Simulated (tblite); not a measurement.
C6H8SSi.
Z-matrix (Å and degrees, GFN2-xTB geometry), rows numbered from 1:
```
C 
C   1  1.3548
S   2  1.7244  1  111.82
C   3  1.7411  2   91.47  1     0.12
C   4  1.4509  3  121.49  2  -178.28
C   5  1.5349  4  119.68  3   -26.18
Si  6  1.8745  5   67.59  4   112.63
C   4  1.3657  3  110.40  2    -0.34
H   1  1.0761  2  123.65  3  -179.65
H   2  1.0715  1  129.01  3   179.47
H   5  1.0852  4  111.89  3  -165.33
H   6  1.0814  5  115.20  7   114.73
H   6  1.0821  5  114.84  7  -113.46
H   7  1.4514  5  116.21  6  -105.53
H   7  1.4486  5  117.03  6   105.33
H   8  1.0759  1  123.52  2   179.90
```

All values are computed: GFN2-xTB (tblite) harmonic vibrations without scaling, gas phase. This tight-binding method is rough: wavenumbers can miss measured ones by several per cent, in bad cases by 10 to 20. Modes of hydrogen on silicon can be 10 to 20 % off. One conformer, not necessarily the lowest.

Harmonic wavenumbers (cm⁻¹): 53.8, 101.9, 164.0, 260.9, 360.7, 399.4, 452.5, 474.7, 525.8, 540.7, 559.7, 635.3, 692.8, 720.8, 723.4, 729.0, 746.9, 766.1, 796.8, 843.3, 843.9, 919.5, 976.4, 1046.3, 1076.9, 1079.4, 1098.5, 1180.7, 1213.1, 1272.1, 1354.7, 1429.9, 1478.0, 1558.9, 2362.6, 2392.8, 3014.4, 3053.8, 3067.7, 3115.3, 3125.8, 3164.1.

A = 3498, B = 959.1, C = 860.5 MHz; mass 140.012 u (most abundant isotopes); point group C1, symmetry number 1.

Question: What is the zero-point energy?

Answer: ½Σν̃ = 25187 cm⁻¹ = 301.30 kJ/mol.

Question: Entropy at 273.15 K, 1 bar (ideal gas, RRHO, classical rotation)?

Answer: Translation 168.67, rotation 120.66, vibration 77.61: S = 366.9 J/(mol K).

Question: And Cp and H(273.15 K) − H(0)?

Answer: Cp = 135.60 J/(mol K), of which vibrations give 102.34 (their classical limit is 42 R = 349.2); H(273.15 K) − H(0) = 21.18 kJ/mol without the zero-point energy, 12.09 from vibrations.

Question: Which modes carry the vibrational entropy at 273.15 K?

Answer: 53.8 cm⁻¹: 18.83; 101.9 cm⁻¹: 13.59; 164.0 cm⁻¹: 9.79; 260.9 cm⁻¹: 6.30; 360.7 cm⁻¹: 4.13; 399.4 cm⁻¹: 3.51 J/(mol K); the other 36 give 21.47 together.

Question: What must be added to the electronic energy to get the Gibbs energy at 273.15 K and 1 bar?

Answer: ZPE + [H(273.15 K) − H(0)] − T·S = 301.30 + 21.18 − 100.23 = 222.25 kJ/mol.

Question: How do the functions run with temperature in this model?

Answer: 
```csv
T (K),S (J/(mol K)),Cp (J/(mol K)),H − H(0) (kJ/mol),G − H(0) (kJ/mol),ln q(vib)
50,240.6,46.3,1.92,-10.11,0.30
100,277.0,60.3,4.59,-23.11,1.02
298.15,379.3,146.9,24.71,-88.38,4.50
373.15,415.7,177.7,36.91,-118.20,6.05
500,473.7,218.4,62.17,-174.66,8.80
750,572.8,269.5,123.75,-305.88,14.21
1000,655.0,300.8,195.32,-459.66,19.30
```

q(vib) and H(0) count from the zero-point level.

Question: Blend soft modes into free rotors: weight 1/[1 + (100 cm⁻¹/ν̃)⁴] for the oscillator and the rest for a rotor with moment μB/(μ + B), μ = h/(8π²ν), B = 10⁻⁴⁴ kg m². What vibrational entropy results?

Answer: 72.34 J/(mol K) in place of 77.61, which changes −T·S at 273.15 K by +1.44 kJ/mol.

Hindered rotation and anharmonicity are outside this model. Other conformers, if any are populated, would add a mixing term that is left out. The structure is chiral; the term R ln 2 for an equal mix with its mirror image is left out.

Hardware: an Arm Neoverse V2 with one thread, shared host with 96 logical CPUs at a one-minute load of 50. Cost: 0.55 s. This covers the Hessian and the dipole derivatives.
